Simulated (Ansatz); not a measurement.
One change: `[F][Ge]([Br])([Br])[Br]` becomes `F[Si](Br)(Br)Br`.

Ansatz, PBE0-D4/def2-TZVP geometries, multiplicity 1. 

Scalar relativity is left out up to krypton. Spin–orbit coupling is left out; it splits and shifts lone-pair levels of the heavy atoms by tenths of an eV.

```tsv
property	`[F][Ge]([Br])([Br])[Br]`
LUMO energy (B3LYP/def2-TZVPP) / eV	-2.90
HOMO energy (PBE/def2-TZVPP) / eV	-7.63
LUMO energy (PBE/def2-TZVPP) / eV	-3.48
size of the dipole moment (B3LYP/def2-TZVPP) / D	1.16
HOMO–LUMO gap (B3LYP/def2-TZVPP) / eV	5.77
zero-point energy (PBE0-D4/def2-TZVP) / kJ/mol	14.2
```

Task: What does the change do to each property? (Best estimate.)

Result: The calculation gave: 
| property | `F[Si](Br)(Br)Br` | shift |
| --- | --- | --- |
| LUMO energy (B3LYP/def2-TZVPP) / eV | -1.49 | 1.41 |
| HOMO energy (PBE/def2-TZVPP) / eV | -7.48 | 0.15 |
| LUMO energy (PBE/def2-TZVPP) / eV | -2.13 | 1.35 |
| size of the dipole moment (B3LYP/def2-TZVPP) / D | 0.66 | -0.50 |
| HOMO–LUMO gap (B3LYP/def2-TZVPP) / eV | 7.01 | 1.24 |
| zero-point energy (PBE0-D4/def2-TZVP) / kJ/mol | 18.6 | 4.4 |

With PBE0 the HOMO rises by 0.18 eV and the LUMO rises by 1.37 eV, so the gap widens by about 1.19 eV. PBE moves the HOMO by 0.15 eV and ωB97M-V by 0.21 eV. Dipoles are sizes alone; their direction can turn.

Positive LUMOs are unbound, so they and the gaps depend on the basis.

B3LYP here is the variant with VWN-RPA as its local correlation; programs differ in this.
